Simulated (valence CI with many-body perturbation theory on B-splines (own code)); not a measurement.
**E1 line list for Hf66+**

Computed by relativistic CI+MBPT: four valence electrons over a frozen Dirac-Fock core [He], a basis of 11 s, 11 p, 9 d, 7 f, 5 g, 2 h, 1 i functions for each j, with the one-electron correlation potential Σ1 (screened to all orders), the two-electron term Σ2, the three-electron term Σ3, Breit, model QED; selected single and double excitations, second order for the rest (own B-spline code, finite nucleus).

The last digits are not significant, and no measured levels were compared; by estimate large intervals hold to a few tenths of a per cent, small ones and those within an open d or f shell to about a per cent. Among the levels kept, up to 290 cm⁻¹ of a level comes from second order outside the variational space, and about a tenth of that is noise between levels of different J, which matters for small intervals.

Lines 51 to 100 of 249 in falling wavelength, among levels below 11964 eV, chosen from the strongest by gf and those to the six lowest levels. Wavelengths and rates use the calculated energies. Electric multipoles are in the length gauge, E1 and E2 with the static RPA response of the core. Weak lines are less certain than strong ones. Lines between different terms over intervals too small for the method are left out, as are lines whose strength nearly cancels. The highest levels of a list are the least certain.

Levels are named by their leading jj configuration (3d3/2^4 stands for four electrons in 3d with j = 3/2), which in mixed levels can hold well under half, so a name can repeat and another be missing. Letters in brackets count levels of one name in rising energy.

```csv
λ vac (nm),Upper,Lower,A (s⁻¹),S (a.u.)
2.611,(2s 2p1/2 2p3/2 3p3/2) J=1 [c],(2s 2p1/2 2p3/2 3s) J=1 [c],5.14e+11,1.35e-02
2.605,(2s^2 2p1/2 3p3/2) J=1,(2s^2 2p1/2 3s) J=0,8.09e+11,2.12e-02
2.595,(2s 2p1/2 2p3/2 3p3/2) J=2 [b],(2s 2p1/2 2p3/2 3s) J=3,3.04e+11,1.31e-02
2.595,(2s 2p1/2^2 3p3/2) J=2,(2s 2p1/2^2 3s) J=1,1.10e+12,4.75e-02
2.585,(2s 2p1/2 2p3/2 3p3/2) J=2 [d],(2s 2p1/2 2p3/2 3s) J=1 [b],6.87e+11,2.93e-02
2.577,(2s^2 2p3/2 3p3/2) J=2,(2s^2 2p3/2 3s) J=1,6.58e+11,2.78e-02
2.573,(2s 2p1/2 2p3/2 3p3/2) J=1 [c],(2s 2p1/2 2p3/2 3s) J=0,6.13e+11,1.55e-02
2.545,(2s 2p1/2 2p3/2 3p3/2) J=1 [d],(2s 2p1/2 2p3/2 3s) J=1 [b],7.52e+11,1.84e-02
2.543,(2s 2p1/2 2p3/2 3p3/2) J=2 [a],(2s 2p1/2 2p3/2 3s) J=2 [a],5.39e+11,2.19e-02
2.536,(2s 2p1/2 2p3/2 3p3/2) J=3 [b],(2s 2p1/2 2p3/2 3s) J=3,6.85e+11,3.86e-02
2.531,(2s^2 2p3/2 3p3/2) J=2,(2s^2 2p3/2 3s) J=2,6.43e+11,2.57e-02
1.246,(2s^2 2p3/2^2) J=2,(2s 2p1/2^2 2p3/2) J=2,1.80e+10,8.62e-05
0.8243,(2s 2p1/2 2p3/2^2) J=2 [a],(2s^2 2p1/2 2p3/2) J=1,2.18e+12,3.01e-03
0.8105,(2s 2p1/2 2p3/2^2) J=3,(2s^2 2p1/2 2p3/2) J=2,2.10e+12,3.86e-03
0.7931,(2s 2p3/2^3) J=2,(2s^2 2p3/2^2) J=2,7.16e+12,8.81e-03
0.7892,(2p1/2^2 2p3/2^2) J=2,(2s 2p1/2^2 2p3/2) J=1,6.47e+12,7.85e-03
0.7880,(2p1/2 2p3/2^3) J=1,(2s 2p1/2 2p3/2^2) J=1 [a],9.75e+12,7.06e-03
0.7863,(2s 2p1/2 2p3/2 3p3/2) J=2 [c],(2s^2 2p1/2 3p3/2) J=1,8.22e+12,9.86e-03
0.7850,(2s 2p1/2 2p3/2 3d3/2) J=2 [c],(2s^2 2p1/2 3d3/2) J=2,6.72e+12,8.02e-03
0.7845,(2s 2p1/2 2p3/2 3p3/2) J=3 [c],(2s^2 2p1/2 3p3/2) J=2,8.38e+12,1.40e-02
0.7836,(2p1/2 2p3/2^3) J=2,(2s 2p1/2 2p3/2^2) J=2 [b],1.29e+13,1.53e-02
0.7827,(2p3/2^4) J=0,(2s 2p3/2^3) J=1,2.89e+13,6.85e-03
0.7808,(2s 2p1/2 2p3/2 3d3/2) J=2 [d],(2s^2 2p1/2 3d3/2) J=1,7.98e+12,9.37e-03
0.7807,(2s 2p1/2 2p3/2 3d3/2) J=1 [c],(2s^2 2p1/2 3d3/2) J=2,6.90e+12,4.86e-03
0.7807,(2s 2p1/2 2p3/2 3p1/2) J=1 [b],(2s^2 2p1/2 3p1/2) J=1,9.82e+12,6.92e-03
0.7807,(2s 2p1/2 2p3/2 3s) J=1 [b],(2s^2 2p1/2 3s) J=1,8.27e+12,5.83e-03
0.7804,(2s 2p1/2 2p3/2 3d3/2) J=3 [c],(2s^2 2p1/2 3d3/2) J=2,7.80e+12,1.28e-02
0.7794,(2s 2p1/2 2p3/2 3p1/2) J=2 [c],(2s^2 2p1/2 3p1/2) J=1,8.77e+12,1.02e-02
0.7792,(2s 2p1/2 2p3/2 3p1/2) J=1 [c],(2s^2 2p1/2 3p1/2) J=0,9.29e+12,6.51e-03
0.7767,(2s 2p1/2 2p3/2 3p3/2) J=1 [c],(2s^2 2p1/2 3p3/2) J=1,5.93e+12,4.11e-03
0.7765,(2s 2p1/2 2p3/2 3p3/2) J=2 [d],(2s^2 2p1/2 3p3/2) J=2,8.01e+12,9.25e-03
0.7763,(2s 2p1/2 2p3/2 3s) J=2 [c],(2s^2 2p1/2 3s) J=1,8.46e+12,9.77e-03
0.7761,(2s 2p1/2 2p3/2 3s) J=1 [c],(2s^2 2p1/2 3s) J=0,7.79e+12,5.39e-03
0.7754,(2p1/2^2 2p3/2 3p1/2) J=2,(2s 2p1/2^2 3p1/2) J=1,6.55e+12,7.54e-03
0.7729,(2s 2p1/2 2p3/2 3p3/2) J=1 [d],(2s^2 2p1/2 3p3/2) J=2,5.62e+12,3.84e-03
0.7725,(2p1/2^2 2p3/2 3s) J=2,(2s 2p1/2^2 3s) J=1,6.45e+12,7.34e-03
0.7711,(2s 2p1/2 2p3/2^2) J=0,(2s^2 2p1/2 2p3/2) J=1,7.60e+12,1.72e-03
0.7693,(2s 2p1/2 2p3/2^2) J=1 [a],(2s^2 2p1/2 2p3/2) J=2,1.23e+12,8.28e-04
0.7668,(2s 2p1/2^2 2p3/2) J=1,(2s^2 2p1/2^2) J=0,9.62e+12,6.42e-03
0.7648,(2s 2p1/2 2p3/2^2) J=2 [b],(2s^2 2p1/2 2p3/2) J=2,1.36e+13,1.50e-02
0.7628,(2s 2p1/2 2p3/2^2) J=1 [b],(2s^2 2p1/2 2p3/2) J=2,8.50e+12,5.59e-03
0.7607,(2s 2p1/2 2p3/2^2) J=1 [a],(2s^2 2p1/2 2p3/2) J=1,1.36e+13,8.89e-03
0.7586,(2p1/2^2 2p3/2^2) J=0,(2s 2p1/2^2 2p3/2) J=1,1.54e+13,3.32e-03
0.7563,(2s 2p1/2 2p3/2^2) J=2 [b],(2s^2 2p1/2 2p3/2) J=1,1.01e+12,1.08e-03
0.7544,(2s 2p1/2 2p3/2^2) J=1 [b],(2s^2 2p1/2 2p3/2) J=1,1.56e+11,9.93e-05
0.7530,(2s 2p3/2^3) J=1,(2s^2 2p3/2^2) J=2,1.35e+13,8.54e-03
0.7486,(2p1/2^2 2p3/2^2) J=2,(2s 2p1/2^2 2p3/2) J=2,7.31e+12,7.57e-03
0.7408,(2p1/2 2p3/2^3) J=2,(2s 2p1/2 2p3/2^2) J=3,3.86e+12,3.88e-03
0.1475,(2s 2p1/2^2 3s) J=1,(2s 2p1/2^2 2p3/2) J=1,2.94e+13,1.40e-04
0.1469,(2p1/2^2 2p3/2 3s) J=2,(2p1/2^2 2p3/2^2) J=2,9.78e+13,7.66e-04
```
